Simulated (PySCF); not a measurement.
## Two-photon absorption: SMILES C#CB[SiH2]F, C2H4BFSi

Molfile (atoms numbered from 1):
```
C2H4BFSi
     RDKit          3D

  9  8  0  0  0  0  0  0  0  0999 V2000
    2.5570    0.1258   -0.3710 C   0  0  0  0  0  0  0  0  0  0  0  0
    1.4523   -0.2347    0.0093 C   0  0  0  0  0  0  0  0  0  0  0  0
    0.0761   -0.6450    0.4514 B   0  0  0  0  0  0  0  0  0  0  0  0
   -1.4884    0.4999   -0.0865 Si  0  0  0  0  0  4  0  0  0  0  0  0
   -2.8923   -0.1285    0.4642 F   0  0  0  0  0  0  0  0  0  0  0  0
    3.5332    0.4349   -0.7019 H   0  0  0  0  0  0  0  0  0  0  0  0
   -0.0609   -1.6441    1.1157 H   0  0  0  0  0  0  0  0  0  0  0  0
   -1.3563    1.8778    0.4799 H   0  0  0  0  0  0  0  0  0  0  0  0
   -1.5912    0.5974   -1.5752 H   0  0  0  0  0  0  0  0  0  0  0  0
  1  2  3  0
  2  3  1  0
  3  4  1  0
  4  5  1  0
  1  6  1  0
  3  7  1  0
  4  8  1  0
  4  9  1  0
M  END
```

Computed with PySCF 2.14.0, TDDFT CAM-B3LYP/def2-SVPD excited states, vertical, gas phase. Geometry: PBE0-D3(BJ)/def2-SVP.

Task: How strongly do the lowest singlets absorb one photon, and two photons of half the energy?

Result: δ for parallel linear polarisation; σ at the peak of a Lorentzian of half width 0.1 eV, single beam; Ω is circular over linear.
| state | E (eV) | f | photon λ (nm) | δ (au) | σ (GM) | Ω | main |
| --- | --- | --- | --- | --- | --- | --- | --- |
| S1 | 3.32 | 0.001 | 748 | 0.8 | 0.00 | 1.50 | HOMO→LUMO 0.97 |
| S2 | 5.10 | 0.006 | 486 | 15.5 | 0.15 | 1.50 | HOMO−2→LUMO 0.91 |
| S3 | 5.23 | 0.076 | 474 | 75.1 | 0.75 | 0.86 | HOMO−1→LUMO 0.79 |
| S4 | 6.39 | 0.060 | 388 | 373 | 5.58 | 0.34 | HOMO−3→LUMO 0.89 |
| S5 | 6.65 | 0.009 | 373 | 14000 | 226.12 | 1.50 | HOMO−4→LUMO 0.90 |

Among these, the strongest one-photon state is S3, the strongest two-photon state S5, with a dipole change of 1.7 D (relaxed, norm of the difference vector).
